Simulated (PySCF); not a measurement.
C4H2BrCl, SMILES C#C/C=C(/Cl)Br.

The structure is a stationary point at PBE-D3(BJ)/def2-SVP. The structure was generated by enumeration; whether it is a known compound was not checked.

All values below come from PBE-D3(BJ)/def2-SVP (PySCF).

Frequencies are harmonic and unscaled.

```
mode  ν (cm⁻¹)  IR (km/mol)  moving atoms (share of kinetic energy)
----  --------  -----------  --------------------------------------
1          103          0.2                 C 57 %, Br 27 %, H 10 %
2          136          0.5                 C 70 %, H 15 %, Cl 14 %
3          232          0.2                Cl 52 %, Br 29 %, C 18 %
4          288          2.9         C 68 %, Cl 13 %, Br 11 %, H 8 %
5          407          0.2                                  C 93 %
6          439          5.0                         C 49 %, Cl 43 %
7          476          9.8                          C 74 %, H 25 %
8          570         23.2                         C 83 %, Br 10 %
9          608         39.5                          H 78 %, C 22 %
10         659         40.1                          H 79 %, C 21 %
11         790         12.6                          H 68 %, C 32 %
12         882        139.4                         C 88 %, Cl 10 %
13        1030         15.5                          C 76 %, H 23 %
14        1211         17.4                          H 70 %, C 30 %
15        1586         40.2                                  C 97 %
16        2146          1.4                           C 92 %, H 8 %
17        3091          5.8                           H 92 %, C 8 %
18        3407         94.2                          H 86 %, C 14 %
```
